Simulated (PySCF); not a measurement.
The dipole of `C[SiH2]C[C@@H](F)[SiH3]` from its density and from atomic charges.

Coordinates (PBE0-D3(BJ)/def2-SVP, Å) and charges (e) from the PBE0/pcSseg-1 density (PySCF):

```json
{"atom": "C1", "x": "2.396", "y": "0.201", "z": "1.040", "Mulliken": "-0.6291", "IAO": "-0.7117", "Hirshfeld": "-0.2124", "ESP-fitted": "-0.6058"}
{"atom": "Si2", "x": "1.489", "y": "-0.807", "z": "-0.255", "Mulliken": "+0.6498", "IAO": "+0.7704", "Hirshfeld": "+0.3382", "ESP-fitted": "+0.6619"}
{"atom": "C3", "x": "-0.133", "y": "0.023", "z": "-0.802", "Mulliken": "-0.5609", "IAO": "-0.5489", "Hirshfeld": "-0.1662", "ESP-fitted": "-0.3848"}
{"atom": "C4", "x": "-1.255", "y": "-0.102", "z": "0.211", "Mulliken": "-0.0841", "IAO": "-0.0754", "Hirshfeld": "-0.0190", "ESP-fitted": "+0.1762"}
{"atom": "F5", "x": "-0.781", "y": "0.240", "z": "1.483", "Mulliken": "-0.3422", "IAO": "-0.3325", "Hirshfeld": "-0.1045", "ESP-fitted": "-0.2518"}
{"atom": "Si6", "x": "-2.763", "y": "1.016", "z": "-0.137", "Mulliken": "+0.4953", "IAO": "+0.5815", "Hirshfeld": "+0.3040", "ESP-fitted": "+0.2605"}
{"atom": "H7", "x": "2.661", "y": "1.192", "z": "0.641", "Mulliken": "+0.1400", "IAO": "+0.1512", "Hirshfeld": "+0.0430", "ESP-fitted": "+0.1479"}
{"atom": "H8", "x": "1.748", "y": "0.347", "z": "1.917", "Mulliken": "+0.1591", "IAO": "+0.1654", "Hirshfeld": "+0.0387", "ESP-fitted": "+0.1582"}
{"atom": "H9", "x": "3.323", "y": "-0.297", "z": "1.360", "Mulliken": "+0.1436", "IAO": "+0.1546", "Hirshfeld": "+0.0444", "ESP-fitted": "+0.1437"}
{"atom": "H10", "x": "2.346", "y": "-0.973", "z": "-1.473", "Mulliken": "-0.0922", "IAO": "-0.1307", "Hirshfeld": "-0.0884", "ESP-fitted": "-0.1797"}
{"atom": "H11", "x": "1.159", "y": "-2.174", "z": "0.264", "Mulliken": "-0.0905", "IAO": "-0.1304", "Hirshfeld": "-0.0860", "ESP-fitted": "-0.1686"}
{"atom": "H12", "x": "-0.455", "y": "-0.440", "z": "-1.751", "Mulliken": "+0.1566", "IAO": "+0.1562", "Hirshfeld": "+0.0487", "ESP-fitted": "+0.0912"}
{"atom": "H13", "x": "0.083", "y": "1.083", "z": "-1.030", "Mulliken": "+0.1530", "IAO": "+0.1406", "Hirshfeld": "+0.0389", "ESP-fitted": "+0.1119"}
{"atom": "H14", "x": "-1.579", "y": "-1.158", "z": "0.267", "Mulliken": "+0.1394", "IAO": "+0.1395", "Hirshfeld": "+0.0400", "ESP-fitted": "+0.0591"}
{"atom": "H15", "x": "-3.787", "y": "0.854", "z": "0.936", "Mulliken": "-0.0756", "IAO": "-0.1049", "Hirshfeld": "-0.0720", "ESP-fitted": "-0.0729"}
{"atom": "H16", "x": "-3.360", "y": "0.642", "z": "-1.456", "Mulliken": "-0.0853", "IAO": "-0.1169", "Hirshfeld": "-0.0754", "ESP-fitted": "-0.0843"}
{"atom": "H17", "x": "-2.303", "y": "2.436", "z": "-0.185", "Mulliken": "-0.0769", "IAO": "-0.1081", "Hirshfeld": "-0.0722", "ESP-fitted": "-0.0626"}
```

Question: Compute μ = Σ q r for each scheme (1 e·Å = 4.803 D) and compare with the dipole of the full density.

Answer: The full density gives (-0.27, -0.02, -1.15) D, 1.18 D in size; dipole vectors point from the negative to the positive end.

```csv
scheme,μx,μy,μz,size (D),share of the full size (%),angle to the full dipole (°)
Mulliken,-0.88,-0.67,-2.83,3.03,258,13
IAO,-1.11,-0.78,-2.84,3.15,267,16
Hirshfeld,-0.41,-0.10,-0.79,0.89,76,15
ESP-fitted,-0.24,-0.02,-1.16,1.19,101,1
```

Question: Which set comes closest?

Answer: Length of the difference vector: ESP-fitted 0.03 D, Hirshfeld 0.40 D, Mulliken 1.90 D, IAO 2.04 D. Closest: ESP-fitted. The schemes that divide the density aren't constrained to reproduce the dipole.

Question: What is left for the Hirshfeld atoms' own dipoles?

Answer: The Hirshfeld atoms' densities add up to the full density, so μ = Σ q r + Σ (atomic dipoles). The atomic dipoles sum to (-0.27, -0.02, -1.15) − (-0.41, -0.10, -0.79) = (0.14, 0.08, -0.36) D, 0.40 D in size.

Question: With the origin at the mean of the coordinates, (-0.071, 0.123, 0.061) Å, which are the largest single terms, by size, of the Hirshfeld dipole along the direction of the full one?

Answer: C1 +1.54, Si6 +1.15, H16 -0.80, C3 -0.68, F5 +0.62 D; all 17 atoms together +0.86 D. The single terms depend on the origin, their sum doesn't.

Question: Give the size of the full dipole in other units.

Answer: 1.18 D = 0.463 au = 0.245 e·Å = 3.93 × 10⁻³⁰ C·m.

Geometry: PBE0-D3(BJ)/def2-SVP, one conformer, isolated molecule.

These values come from a run that also computed NMR shieldings. On one thread, Arm Neoverse V2, no GPU (shared host), this took 19 s wall.

The values belong to the conformer `[CH3:1][SiH2:2][CH2:3][C@@H:4]([F:5])[SiH3:6]`: C1–Si2–C3–C4 -76°, Si2–C3–C4–F5 48°.
